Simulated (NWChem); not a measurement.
## Correlation energy of H$_{3}$BN

```xyz
5

B      0.6865    -0.1024     0.0000
N     -0.6301     0.0975     0.0000
H      1.4617     0.8401     0.0000
H      1.1440    -1.2344     0.0000
H     -1.6270     0.2236     0.0000
```
Charge 0, spin multiplicity 2.

The numbers come from NWChem runs, not from measurements. All single points use one geometry, from UB3LYP/def2-SVP, a minimum by its harmonic frequencies. It is one conformer; others weren't searched.

Basis set: 6-31G*. Each correlation energy counts from its own Hartree-Fock reference.

The correlated methods keep 2 core orbitals frozen. The Pople sets run with spherical d functions. The structure started from a generated list of species. The unpaired electrons of the parent sit in orbitals of symmetry a' (Cs labels of the run); other states weren't searched. No SCF solution was tested for a lower state. Open-shell Hartree-Fock references start from PBE0 orbitals. Coupled-cluster values serve here as a point of comparison, not as the truth.

Question: One of these methods gave a correlation energy of -240.1 mHa. Which?
(A) CCSD on ROHF
(B) SCS-UMP2
(C) CCSD(T) on ROHF
(D) CCSD on UHF

Answer: D, CCSD on UHF. The others give -208.7 (SCS-UMP2), -252.8 (CCSD(T) on ROHF), -246.0 (CCSD on ROHF).
